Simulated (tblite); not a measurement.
C7H8O2Si.
Numbering: `[CH3:1][C@@H:2]1[SiH2:3][C:4](=[O:5])[C@H:6]1[C:7]#[C:8][CH:9]=[O:10]` (hydrogens: H11, H12, H13 on C1; H14 on C2; H15, H16 on Si3; H17 on C6; H18 on C9)

Computed with GFN2-xTB (tblite), gas phase: L-BFGS steps from a force-field or distance-geometry start until the largest atomic force falls under 0.01 eV/Å.

Geometry at step 23:
```
atom  x, y, z in Å
C1     -2.2076   -1.2804   -0.2605
C2     -0.7437   -0.8814   -0.0052
Si3    -0.4140   -0.0492    1.7120
C4     -0.8567    1.3455    0.4429
O5     -1.5517    2.3181    0.4017
C6     -0.3998    0.4529   -0.7374
C7      1.0263    0.6066   -0.9074
C8      2.2348    0.6616   -0.8890
C9      3.6438    0.7763   -0.6680
O10     4.4271   -0.1374   -0.6517
H11    -2.6098   -0.7933   -1.1532
H12    -2.3197   -2.3525   -0.4060
H13    -2.8319   -0.9908    0.5843
H14    -0.0557   -1.6745   -0.2915
H15    -1.3370   -0.4040    2.7783
H16     0.9714   -0.0452    2.1616
H17    -0.9193    0.6252   -1.6870
H18     3.9349    1.8288   -0.4356
```

Q: What forces act on the atoms?

A: 
```json
{"atom": "C1", "Fx (eV/Å)": "0.086", "Fy (eV/Å)": "0.025", "Fz (eV/Å)": "0.044"}
{"atom": "C2", "Fx (eV/Å)": "0.050", "Fy (eV/Å)": "0.199", "Fz (eV/Å)": "-0.152"}
{"atom": "Si3", "Fx (eV/Å)": "-0.144", "Fy (eV/Å)": "-0.061", "Fz (eV/Å)": "0.008"}
{"atom": "C4", "Fx (eV/Å)": "0.035", "Fy (eV/Å)": "-0.213", "Fz (eV/Å)": "-0.046"}
{"atom": "O5", "Fx (eV/Å)": "0.107", "Fy (eV/Å)": "0.073", "Fz (eV/Å)": "-0.010"}
{"atom": "C6", "Fx (eV/Å)": "0.211", "Fy (eV/Å)": "0.079", "Fz (eV/Å)": "-0.050"}
{"atom": "C7", "Fx (eV/Å)": "-0.140", "Fy (eV/Å)": "-0.175", "Fz (eV/Å)": "0.160"}
{"atom": "C8", "Fx (eV/Å)": "0.001", "Fy (eV/Å)": "0.077", "Fz (eV/Å)": "0.127"}
{"atom": "C9", "Fx (eV/Å)": "-0.221", "Fy (eV/Å)": "0.020", "Fz (eV/Å)": "-0.022"}
{"atom": "O10", "Fx (eV/Å)": "-0.044", "Fy (eV/Å)": "0.172", "Fz (eV/Å)": "-0.032"}
{"atom": "H11", "Fx (eV/Å)": "0.120", "Fy (eV/Å)": "-0.047", "Fz (eV/Å)": "0.129"}
{"atom": "H12", "Fx (eV/Å)": "0.109", "Fy (eV/Å)": "-0.006", "Fz (eV/Å)": "0.079"}
{"atom": "H13", "Fx (eV/Å)": "-0.087", "Fy (eV/Å)": "-0.005", "Fz (eV/Å)": "-0.103"}
{"atom": "H14", "Fx (eV/Å)": "-0.070", "Fy (eV/Å)": "-0.055", "Fz (eV/Å)": "-0.122"}
{"atom": "H15", "Fx (eV/Å)": "-0.099", "Fy (eV/Å)": "0.044", "Fz (eV/Å)": "0.052"}
{"atom": "H16", "Fx (eV/Å)": "-0.004", "Fy (eV/Å)": "0.034", "Fz (eV/Å)": "-0.089"}
{"atom": "H17", "Fx (eV/Å)": "0.025", "Fy (eV/Å)": "0.035", "Fz (eV/Å)": "0.137"}
{"atom": "H18", "Fx (eV/Å)": "0.064", "Fy (eV/Å)": "-0.195", "Fz (eV/Å)": "-0.112"}
```

The largest, 0.28 eV/Å, acts on C7; the rms over all components is 0.105 eV/Å. The forces sum to zero within rounding, as they must for an isolated molecule in no field.

Q: Give the force on C7 in Eh/bohr and in nN.

A: 0.275 eV/Å ÷ 51.422 = 0.00535 Eh/bohr, and 0.275 eV/Å × 1.602 = 0.44 nN.

Q: How far is this geometry from the end of the optimisation?

A: 0.318 eV above it, and 1.135 Å rms away after alignment. The bonds farthest from their final lengths, with half the difference of the two atoms' forces along the bond (positive lengthens):

```
  bond  now (Å)  final (Å)  force along bond (eV/Å)
 C1–C2    1.539      1.522                    -0.01
 C6–C7    1.444      1.429                    -0.20
 C8–C9    1.431      1.421                    -0.12
C2–Si3    1.937      1.928                     0.00
C9–H18    1.116      1.109                    -0.07
 C2–C6    1.560      1.555                    -0.06
```

The angle farthest from its final value is C4–C6–H17, 115.5° against 107.0°.

Of the 3 listed bonds off by 0.010 Å or more, this force points towards the final length in 3.

What follows is the cost of the whole relaxation. Time: 2.8 s. Hardware: Arm Neoverse N1, one thread, shared host with 64 logical CPUs at a one-minute load of 46.
